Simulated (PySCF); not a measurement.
ethynyl anion (C2H), SMILES [C-]#C, charge -1. Atoms are numbered in the order given.

```xyz
3

C      0.0000     0.0000     0.7492
C      0.0000     0.0000    -0.4892
H      0.0000     0.0000    -1.5601
```
Charge -1, spin multiplicity 1.

Geometry: PBE0-D3(BJ)/def2-TZVPD.

Method: PBE0-D3(BJ)/def2-TZVPD run with PySCF.

Frequencies are harmonic and unscaled.

Modes within 1.5 cm⁻¹ of each other (mostly degenerate sets) share a row, with their intensities summed.

Computed harmonic wavenumbers and intensities:
| mode | ν (cm⁻¹) | IR (km/mol) | moving atoms (share of kinetic energy) |
|---|---|---|---|
| 1–2 | 552 | 167.4 | H 74 %, C 26 % |
| 3 | 1915 | 73.5 | C 91 %, H 9 % |
| 4 | 3380 | 1.1 | H 87 %, C 13 % |
